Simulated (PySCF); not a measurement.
```xyz
3
charge 0 multiplicity 1, angstrom
Te    0.0000    0.0000   -0.5236
Cl    1.7687    0.0000    0.9778
Cl   -1.7687    0.0000    0.9778
```

Method: PBE0 in PySCF with Te def2-TZVP with ECP28, Cl def2-TZVP; scalar-relativistic core potentials, no spin–orbit coupling; density-fitted integrals.

This geometry of TeCl2 is a stationary point at this level.

**Question.** What is the point group?

**Answer.** C2v.

**Question.** Is it a minimum?

**Answer.** Yes: all harmonic wavenumbers are real.

**Question.** Which band is strongest in the infrared?

**Answer.** 374 cm⁻¹ (b2), 56 km/mol.

**Question.** What are the dipole moment and the gap between the highest occupied and lowest empty levels?

**Answer.** 1.90 D and 4.00 eV.

**Question.** Give the atomic charges and bond orders.

**Answer.** 
```tsv
atom	Mulliken	Löwdin	polar tensor	Mayer order to Te1
Te1	0.48	0.11	0.83	–
Cl2,3	-0.24	-0.05	-0.41	1.08
```
